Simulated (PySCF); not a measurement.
GeHF, SMILES [F][GeH] (connectivity only; charge and spin as stated), neutral, multiplicity 1.

Geometry: ωB97X-D3(BJ)/def2-TZVP.

Vertical ionisation energy (IE) and electron affinity (EA) in eV. Rows of orbital energies are one-electron estimates. Where ΔSCF, EOM or ADC give a negative EA the extra electron is unbound and the value depends on the basis.

```csv
level,IE,EA
"−ε(HOMO), −ε(LUMO), B3LYP/def2-TZVPD (PySCF)",7.13,3.15
"−ε(HOMO), −ε(LUMO), r2SCAN/def2-TZVPD (PySCF)",6.41,3.60
ADC(2)/aug-cc-pVDZ (PySCF),(withheld),(withheld)
```

Task: Complete the blanks. (Estimate from the structure and the level; the computed values follow.)

Result: 
- ADC(2)/aug-cc-pVDZ (PySCF), IE: 9.46
- ADC(2)/aug-cc-pVDZ (PySCF), EA: 0.75

Task: Beyond the first one, list the lowest photoelectron lines from ADC(2)/aug-cc-pVDZ (PySCF) with their pole strengths (two spins summed). (Estimate from the structure and the level; the computed values follow.)

Result: 12.47 eV (1.72), 12.78 eV (1.70), 13.46 eV (1.75), 17.39 eV (1.75).
